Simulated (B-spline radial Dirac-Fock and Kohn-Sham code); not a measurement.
Z = 34 (selenium), transition energy 200 keV. Method: a Dirac-Hartree-Slater potential of the neutral atom with a Latter tail (no hole, which puts coefficients of high multipoles low close above an edge), finite nucleus with surface currents. Computed with an atomic code on a B-spline grid. Subshells that would emit electrons below 1 keV are left out.

Q: A pure transition shows α(K) = 0.00909, L1/L2 = 35.5 and L1/L3 = 21.7. What is its multipolarity?
A. M3
B. E2
C. E1
D. M1
E. E3
F. E4
G. M2
H. M4

A: C. For comparison, α(K), L1/L2, L1/L3 are E2 0.0562, 9.68, 8.03; E3 0.294, 3.16, 3.10; E4 1.47, 1.36, 1.43; M1 0.0144, 30.3, 73.9; M2 0.0847, 15.9, 26.3; M3 0.464, 9.87, 8.45; M4 2.53, 6.84, 3.91.
